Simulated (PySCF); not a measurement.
ClH5OSi2. Atoms are numbered in the order given.

```xyz
9

Si    -2.0234     0.2040    -0.4873
O     -0.4345     0.4813    -0.9215
Si     1.1302     0.2806    -0.4544
Cl     1.1669    -0.7097     1.3758
H     -2.2703    -1.2581    -0.3481
H     -2.8820     0.7588    -1.5661
H     -2.3302     0.8845     0.8014
H      1.7778     1.6015    -0.2756
H      1.8493    -0.5554    -1.4444
```

Geometry optimised at B3LYP-D3(BJ)/def2-SVP. Other conformers were not sampled.

Calculation: PBE/def2-TZVP (PySCF).

Isolated molecule, no solvent.

The total energy is -1117.03041 hartree and the highest occupied level comes out as -7.36 eV. The lowest empty level is -1.07 eV. The orbital gap is 6.30 eV and the dipole moment is 0.89 D. The quadrupole, principal values (traceless, Buckingham form, about the centre of nuclear charge) is -3.30, -0.51, 3.81 D·Å. The mean static polarisability is 66.2 bohr³ (9.81 Å³) and the polarisability, principal values is 58.4, 67.2, 73.0 bohr³.
